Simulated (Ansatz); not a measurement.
Abridged output of a molecular run in Ansatz:

```
Functional definition: HF
846 factors; integrals over basis functions are off by at most 9.0e-4 eV
mean field evaluation 1: about -34322.6515 eV, gradient 3.5e1 eV
mean field evaluation 2: about -34322.7011 eV, gradient 3.5e1 eV
mean field evaluation 4: about -34325.4057 eV, gradient 2.8e0 eV
mean field evaluation 8: about -34325.4390 eV, gradient 1.3e-1 eV
mean field -34325.43915629 eV, -1261.4366223755 hartree, gradient 1.7e-6 eV, S^2 0.000000; 0 other end points of the search recorded, 0 dependent functions left out
17 core orbitals not correlated: weight in the atoms' cores, before any rotation towards them, 1.000 or more for the frozen orbitals, at most 0.000 for the correlated occupied ones
reference -34325.43915629 eV, -1261.4366223755 hartree; 14, 14 occupied and 61, 61 virtual orbitals, 846 factors
second order -15.73745233 eV of doubles, -0.00000000 eV of singles
cycle   1  -16.44390728 eV  change   -7.1e-1 eV  update   9.0e-2
cycle   2  -16.80335263 eV  change   -3.6e-1 eV  update   2.6e-2
cycle   3  -16.89355298 eV  change   -9.0e-2 eV  update   1.5e-2
cycle   4  -16.88855457 eV  change    5.0e-3 eV  update   4.0e-3
cycle   5  -16.88700479 eV  change    1.5e-3 eV  update   1.5e-3
cycle   6  -16.88710370 eV  change   -9.9e-5 eV  update   4.8e-4
cycle   7  -16.88702493 eV  change    7.9e-5 eV  update   1.3e-4
cycle   8  -16.88705848 eV  change   -3.4e-5 eV  update   4.2e-5
cycle   9  -16.88707574 eV  change   -1.7e-5 eV  update   1.2e-5
perturbative correction -0.36353477 eV, -0.0133596563 hartree
Total energy: -34342.68976680 eV, -1262.0705706188 hartree
```

Its atoms:

```xyz
7

B    -0.900    0.628    1.166
O    -0.157    0.094    0.189
Al    0.785   -0.551   -1.019
Cl    0.162   -0.407   -2.987
Cl    2.564   -1.489   -0.536
H    -0.707    1.768    1.494
H    -1.746   -0.043    1.693
```

Which basis set was used?
A. def2-QZVPP
B. def2-SVP
C. def2-SVPD
D. def2-TZVPPD

B. It gives 92 functions.

Write the keys of the input that set method, charge and spin (a neutral closed shell needs none for the last two).


```yaml
correlation: {method: ccsd_t}
```
